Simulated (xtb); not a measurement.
H9N3Si3, charge -1, doublet, from a rough starting geometry (a state made from the parent by changing its charge; the spin is typed, not shown lowest); xtb 6.7.1 with GFN2-xTB.

The xtb input:
```
$ xtb mol.xyz --gfn 2 --chrg -1 --uhf 1 --opt vtight --json

# file mol.xyz
15

Si     1.68365572    -0.39194292    -0.50632185
N      0.53527521    -1.53262671     0.14516701
Si    -1.17622904    -1.25714573     0.43682092
N     -1.43712367     0.39068036     0.59736333
Si    -0.58641786     1.71584833    -0.04436794
N      1.08064770     1.20082734    -0.25517441
H      1.88368162    -0.69391071    -1.97717753
H      2.94569976    -0.54347075     0.18793126
H      0.84757051    -2.49505377     0.18597216
H     -1.92393382    -1.81380900    -0.69948005
H     -1.51415789    -1.99653038     1.72871090
H     -2.35922553     0.60181465     0.97482008
H     -0.53705389     2.73783828     0.97125777
H     -1.02030800     2.21762851    -1.29648449
H      1.74715994     1.87436918    -0.44877606
```

The log (banner, timings and long lists left out):

```
   ID    Z sym.   atoms
    1   14 Si     1, 3, 5
    2    7 N      2, 4, 6
    3    1 H      7-15

           -------------------------------------------------
          |                Calculation Setup                |
           -------------------------------------------------

           -------------------------------------------------
          |                 G F N 2 - x T B                 |
           -------------------------------------------------

          ...................................................
          :                      SETUP                      :
          :.................................................:
          :  # basis functions                  51          :
          :  # atomic orbitals                  48          :
          :  # shells                           24          :
          :  # electrons                        37          :
          :  max. iterations                   250          :
          :  Hamiltonian                  GFN2-xTB          :
          :  restarted?                      false          :
          :  GBSA solvation                  false          :
          :  PC potential                    false          :
          :  electronic temp.          300.0000000     K    :
          :  accuracy                    1.0000000          :
          :  -> integral cutoff          0.2500000E+02      :
          :  -> integral neglect         0.1000000E-07      :
          :  -> SCF convergence          0.1000000E-05 Eh   :
          :  -> wf. convergence          0.1000000E-03 e    :
          :  Broyden damping             0.4000000          :
          :  net charge                         -1          :
          :  unpaired electrons                  1          :
          ...................................................

 iter      E             dE          RMSdq      gap      omega  full diag
   1    -18.9038890 -0.189039E+02  0.633E+00    0.15       0.0  T
   2    -18.9687679 -0.648789E-01  0.492E+00    0.04       1.0  T
   3    -18.9449010  0.238669E-01  0.386E+00    0.27       1.0  T
   4    -18.9578813 -0.129804E-01  0.320E+00    0.09       1.0  T
   5    -18.9464258  0.114555E-01  0.317E+00    0.20       1.0  T
   6    -18.9799008 -0.334751E-01  0.135E+00    0.21       1.0  T
   7    -18.9808848 -0.983963E-03  0.104E+00    0.19       1.0  T
   8    -18.9845576 -0.367276E-02  0.524E-01    0.23       1.0  T
   9    -18.9852917 -0.734139E-03  0.210E-01    0.22       1.0  T
  10    -18.9853480 -0.563195E-04  0.105E-01    0.22       1.0  T
  11    -18.9853467  0.132219E-05  0.654E-02    0.22       1.0  T
  12    -18.9853628 -0.160660E-04  0.265E-02    0.22       1.0  T
  13    -18.9853633 -0.582116E-06  0.154E-02    0.22       1.7  T
  14    -18.9853639 -0.542360E-06  0.803E-03    0.22       3.2  T
  15    -18.9853639 -0.597370E-07  0.541E-03    0.22       4.8  T
  16    -18.9853640 -0.517316E-07  0.317E-03    0.22       8.1  T
  17    -18.9853640 -0.100599E-07  0.155E-03    0.22      16.7  T
  18    -18.9853640 -0.277520E-08  0.577E-04    0.22      44.8  T
  19    -18.9853640 -0.561503E-09  0.187E-04    0.22     137.8  T

   *** convergence criteria satisfied after 19 iterations ***

         :::::::::::::::::::::::::::::::::::::::::::::::::::::
         ::                     SUMMARY                     ::
         :::::::::::::::::::::::::::::::::::::::::::::::::::::
         :: total energy             -18.771478564618 Eh    ::
         :: gradient norm              0.091891443862 Eh/a0 ::
         :: HOMO-LUMO gap              0.224712383018 eV    ::
         ::.................................................::
         :: SCC energy               -18.985323047533 Eh    ::
         :: -> isotropic ES            0.173555078669 Eh    ::
         :: -> anisotropic ES          0.005047200920 Eh    ::
         :: -> anisotropic XC         -0.000537820924 Eh    ::
         :: -> dispersion             -0.016473936207 Eh    ::
[...]
 * total energy  :   -18.7869831 Eh     change       -0.8894356E-06 Eh
 * total energy  :   -18.7869842 Eh     change       -0.1054873E-05 Eh
 * total energy  :   -18.7869851 Eh     change       -0.9751378E-06 Eh
 * total energy  :   -18.7869861 Eh     change       -0.9730202E-06 Eh
 * total energy  :   -18.7869870 Eh     change       -0.9021156E-06 Eh
 * total energy  :   -18.7869879 Eh     change       -0.8854530E-06 Eh
 * total energy  :   -18.7869888 Eh     change       -0.8686813E-06 Eh
 * total energy  :   -18.7869895 Eh     change       -0.7913340E-06 Eh
 * total energy  :   -18.7869902 Eh     change       -0.6082134E-06 Eh
 * total energy  :   -18.7869905 Eh     change       -0.3452927E-06 Eh
 * total energy  :   -18.7869906 Eh     change       -0.1308808E-06 Eh
 * total energy  :   -18.7869907 Eh     change       -0.3739458E-07 Eh
   *** GEOMETRY OPTIMIZATION CONVERGED AFTER 37 ITERATIONS ***
         :: total energy             -18.786990670032 Eh    ::
[...]
        29                          0.1685720               4.5871
        30                          0.1786317               4.8608
       ...                                ...                  ...
        48                          1.0366059              28.2075
      -------------------------------------------------------------
                  HL-Gap            0.0258203 Eh            0.7026 eV
             Fermi-level           -0.0495140 Eh           -1.3473 eV

     #   Z          covCN         q      C6AA      α(0)
     1  14 Si       3.651     0.425    99.386    19.113
     2   7 N        2.500    -0.460    32.150     8.420
     3  14 Si       3.739     0.461    97.976    18.947
     4   7 N        2.500    -0.460    32.150     8.421
     5  14 Si       3.652     0.425    99.377    19.112
     6   7 N        2.498    -0.455    32.010     8.402
     7   1 H        0.910    -0.189    10.021     4.952
     8   1 H        0.914    -0.190    10.102     4.971
     9   1 H        0.862     0.078     2.009     2.220
    10   1 H        0.889    -0.207    11.394     5.283
    11   1 H        0.913    -0.205    11.238     5.244
    12   1 H        0.862     0.078     2.009     2.220
    13   1 H        0.914    -0.190    10.108     4.973
    14   1 H        0.910    -0.189    10.021     4.952
    15   1 H        0.862     0.079     2.002     2.216

 Mol. C6AA /au·bohr⁶  :       4891.577860
 Mol. C8AA /au·bohr⁸  :     169072.511970
 Mol. α(0) /au        :        119.445835

Wiberg/Mayer (AO) data.
largest (>0.10) Wiberg bond orders for each atom

 ---------------------------------------------------------------------------
     #   Z sym  total        # sym  WBO       # sym  WBO       # sym  WBO
 ---------------------------------------------------------------------------
     1  14 Si   4.016 --     6 N    1.012     2 N    0.981     8 H    0.844
                             7 H    0.842     5 Si   0.186     3 Si   0.134
     2   7 N    3.225 --     3 Si   1.036     9 H    1.000     1 Si   0.981
     3  14 Si   4.017 --     4 N    1.036     2 N    1.036    11 H    0.839
                            10 H    0.833     1 Si   0.134     5 Si   0.134
     4   7 N    3.225 --     3 Si   1.036    12 H    1.000     5 Si   0.981
     5  14 Si   4.016 --     6 N    1.013     4 N    0.981    13 H    0.843
                            14 H    0.842     1 Si   0.186     3 Si   0.134
     6   7 N    3.222 --     5 Si   1.013     1 Si   1.012    15 H    0.991
     7   1 H    0.964 --     1 Si   0.842
     8   1 H    0.964 --     1 Si   0.844
     9   1 H    0.994 --     2 N    1.000
    10   1 H    0.957 --     3 Si   0.833
    11   1 H    0.958 --     3 Si   0.839
    12   1 H    0.994 --     4 N    1.000
    13   1 H    0.964 --     5 Si   0.843
    14   1 H    0.964 --     5 Si   0.842
    15   1 H    0.994 --     6 N    0.991
 ---------------------------------------------------------------------------

Topologies differ in total number of bonds
Writing topology from bond orders to xtbtopo.mol

molecular dipole:
                 x           y           z       tot (Debye)
 q only:        0.023       0.044      -0.003
   full:       -0.154      -0.092      -0.203       0.690
molecular quadrupole (traceless):
                xx          xy          yy          xz          yz          zz
 q only:       -1.657       0.691      -2.122       1.866       0.397       3.779
  q+dip:       -2.681       1.984      -3.493       3.415       0.831       6.174
   full:       -1.216       2.465      -1.321       1.415      -0.037       2.538

optimized geometry written to: xtbopt.xyz

           -------------------------------------------------
          | TOTAL ENERGY              -18.786990670032 Eh   |
          | GRADIENT NORM               0.000039282610 Eh/α |
          | HOMO-LUMO GAP               0.702605446992 eV   |
           -------------------------------------------------

normal termination of xtb
```
